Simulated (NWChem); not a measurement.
System: GeHOCl, singlet; SMILES [OH][Ge][Cl]

```xyz
4

Ge     0.4329     0.4951     0.0000
Cl    -0.1721    -1.6123     0.0000
O     -1.2145     1.1777     0.0000
H     -1.2122     2.1438     0.0000
```
Atoms are numbered in this order, from 1.

Computed with NWChem. Low-valent species are run as closed-shell singlets; no triplet was tried in these runs. All runs use the structure optimised with PBE0/def2-SVP. Total energies compare along this basis series because the functional is fixed.

```tsv
level	basis functions	energy (Ha)	highest occupied level (eV)	orbital gap (eV)	dipole (D)	relative time
PBE/def2-SVP	69	-2612.0514	-6.37	3.50	2.96	1
PBE/def2-SVPD	96	-2612.0742	-6.76	3.55	3.12	3
PBE/def2-TZVP	122	-2612.5726	-6.57	3.51	3.11	5
PBE/def2-TZVPP	135	-2612.5743	-6.57	3.51	3.06	8
PBE/def2-QZVP	232	-2612.6418	-6.66	3.51	3.05	20
```

Times are rough ratios from one shared machine.
